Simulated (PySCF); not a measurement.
SMILES C[SiH2]/C=[CH]/[GeH3] (GFN2-xTB optimised geometry):

```
15

Si    -2.094    -2.505     2.904
C     -3.988    -2.482     2.767
C     -1.376    -1.556     1.441
C     -0.576    -0.497     1.525
Ge     0.147     0.467     0.000
H     -1.664    -1.871     4.156
H     -1.609    -3.892     2.851
H     -4.444    -3.032     3.585
H     -4.323    -2.937     1.839
H     -4.377    -1.468     2.794
H     -1.644    -1.906     0.448
H     -0.294    -0.130     2.506
H      1.644     0.467     0.000
H     -0.269     1.906     0.000
H     -0.315    -0.145    -1.283
```

Calculation: PBE0/def2-TZVP run with PySCF.

**Question.** What are the frontier orbital energies and the dipole moment?

**Answer.** HOMO-2 -9.25 eV, HOMO-1 -8.05 eV, HOMO -7.85 eV, LUMO -0.66 eV, LUMO+1 0.93 eV; dipole moment 0.74 D.

On the same geometry PBE/def2-TZVP in PySCF 2.14.0 gives HOMO-2 -7.92 eV, HOMO-1 -6.83 eV, HOMO -6.73 eV, LUMO -1.62 eV, LUMO+1 0.12 eV; dipole moment 0.77 D.

Meta-Löwdin charges at PBE0/def2-TZVP: Si1 0.63, C2 -0.60, C3 -0.33, C4 -0.29, Ge5 0.36, H6 -0.10, H7 -0.10, H8 0.13, H9 0.13, H10 0.13, H11 0.12, H12 0.12, H13 -0.06, H14 -0.06, H15 -0.06.
